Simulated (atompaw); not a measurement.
**As (Z = 33): PAW (atompaw) pseudisation with PBE, non-relativistic reference atom.**

As (Z = 33), PAW, made with atompaw 4.2.0.5 (PBE, non-relativistic). Core [Ar], reference 3d10 4s2 4p3. Waves: 4s (bound): rc 2.05 bohr; 4s channel at -0.1 Ry: rc 2.05 bohr; 4p (bound): rc 2.05 bohr; 4p channel at 0.65 Ry: rc 2.05 bohr; 3d (bound): rc 1.00 bohr; 3d channel at -1.1 Ry: rc 1.00 bohr. Local part: troulliermartins scheme with l = 3 at 0 Ry, radius 1.50 bohr. Core correction: smooth core density matched at 1.70 bohr. Augmentation charge: gaussian compensation charge, radius 2.00 bohr; PAW radius 2.05 bohr; waves and projectors: custom rrkj gramschmidtortho.

Task: Does the generator finish with these settings?

Result: Yes, a potential is produced.

Task: Estimate the cutoffs (Ry, on a coarse ladder) from which the occupation-weighted sum of valence levels, in a spherical-Bessel basis at the reference potential, stays within 10 and 1 mRy of its value at 400 Ry.

Result: 160 Ry and 260 Ry.

Task: What does a ghost test show?

Result: Ghost state, extra bound levels that the all-electron valence spectrum of the same l lacks: s at -10.3 eV. A true bound ghost makes a file unfit for plane-wave use.

Task: Is the overlap operator S = 1 + Σ q|β⟩⟨β| positive definite (Bessel basis up to 400 Ry)?

Result: Yes: its lowest eigenvalue is 0.25 (s channel).

Task: Which valence shell sets the plane-wave cutoff?

Result: 3d: its level needs 160 Ry to come within 1 mRy, against 12 Ry for 4p.
